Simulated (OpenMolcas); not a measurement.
V2+ with its 6 nearest fluoride ions at 2.07 Å, on the Li site of LiF (a = 4.028 Å, distance in the model lattice 2.014 Å). The rest of the host is ab initio model potentials to 7.6 Å and point charges beyond; the distance is set by hand and nothing relaxes, and no local charge compensation is placed. Ligand basis ANO-RCC-VDZP.
```
V     0.0000    0.0000    0.0000
F     2.0700    0.0000    0.0000
F     0.0000    2.0700    0.0000
F    -2.0700    0.0000    0.0000
F     0.0000   -2.0700    0.0000
F     0.0000    0.0000    2.0700
F     0.0000    0.0000   -2.0700
```

* Program: OpenMolcas 26.06
* Method: CASSCF
* Basis: ANO-RCC-VTZP [6s5p3d2f1g]
* Scalar Hamiltonian: DKH2, point nucleus
* Active space: 3 electrons in 5 orbitals (3d)
* State averaging: 2S+1 = 4 even, 10 roots; 2S+1 = 2 even, 40 roots
* Spin-orbit coupling: RASSI with atomic mean-field integrals over the reference wave functions

Question: What is the spin-free ground state (labels of O, the rotations of Oh)?

Answer: 4A2, 1-fold in its orbital part, 100 % from free-ion F terms; it has the highest spin that d3 allows.

Question: Where is the first state of the same spin?

Answer: 4T2 at 12900 cm-1 above the ground state.

Question: What are the lowest two levels with spin-orbit coupling?

Answer: A 4-fold level Γ8, then a 2-fold level Γ7 12799 cm-1 above it. Their leading multiplicities are 4 (100 %) and 4 (100 %).

Question: What is χT at 300 K, and how does it compare with the textbook value?

Answer: The lowest level has 2S+1 = 4, for which the spin-only value is χT = S(S+1) / 2 = 1.875 cm3 K/mol (g = 2). The computed 1.859 at 300 K differs by -0.016, through a little spin-orbit mixing out of the ground term, against the free-electron g of 2.0023, which raises it.

Question: Which ligand-field parameters describe the states?

Answer: A least-squares ligand-field fit to the states below 45000 cm-1, each weighted by its degeneracy and with a free common offset, gives 10Dq = 13267 cm-1, B = 948 cm-1 and C = 3443 cm-1 (C/B = 3.63), with an rms deviation of 192 cm-1. The same method and metal basis give the free ion B = 959 cm-1 (fit to its terms below 60000 cm-1, rms deviation 74 cm-1), so the nephelauxetic ratio is β = 948 / 959 = 0.99; it hangs on how both fits weigh the states, and computed free-ion B values tend to be too large, so β mixes covalency with correlation.

Without dynamic correlation the repulsion within the d shell is too large (B by tens of per cent), so at a given field states of lower spin stand too high. Ligand-to-metal charge-transfer states are missing. With no ligand orbital active B as a rule stays too high, so bands that hang on it stand too high and its fall with covalency is understated. With metal d orbitals alone and no dynamic correlation 10Dq can be off by a tenth to a fifth, either way, in oxide and fluoride hosts. No measured value stands beside these numbers; the geometry was set by hand and not optimised.
